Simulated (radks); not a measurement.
The numbers below are computed, except where a source is named.
Q: W III, 72 electrons, occupied as [Xe] 4f14 5d4. Code: a radial shooting solver on a logarithmic mesh with Libxc functionals. Model: Dirac Kohn-Sham, PBE, spin-unpolarised, spherical densities, finite nucleus; open shells are shared between the two j in proportion to 2j + 1; Fermi nuclear charge, rms radius 5.3658 fm. Some entries of the table are withheld. Estimate them.

orbital,occ.,eigenvalue (hartree),r(max) (bohr)
1s1/2,2,-2549.964,0.01146
2s1/2,2,-440.3279,(1)
2p1/2,2,(2),0.04896
2p3/2,4,(3),0.05580
3s1/2,2,-101.8590,0.1855
3p1/2,2,-93.31447,0.1737
3p3/2,4,-82.56546,0.1877
3d3/2,4,-68.14602,0.1471
3d5/2,6,-65.80835,0.1510
4s1/2,2,-21.48057,0.4211
4p1/2,2,-17.93302,0.4209
4p3/2,4,-15.44218,0.4504
4d3/2,4,-9.60838,0.4471
4d5/2,6,-9.14938,0.4565
5s1/2,2,-3.48807,0.9638
5p1/2,2,-2.43846,1.034
5p3/2,4,-2.07776,1.118
4f5/2,6,-1.85345,(4)
4f7/2,8,-1.77120,(5)
5d3/2,1.6,(6),1.449
5d5/2,2.4,(7),1.493

A: 
(1) 2s1/2 r(max) (bohr): 0.06588
(2) 2p1/2 eigenvalue (hartree): -421.1899
(3) 2p3/2 eigenvalue (hartree): -371.4796
(4) 4f5/2 r(max) (bohr): 0.4262
(5) 4f7/2 r(max) (bohr): 0.4312
(6) 5d3/2 eigenvalue (hartree): -0.74887
(7) 5d5/2 eigenvalue (hartree): -0.71816
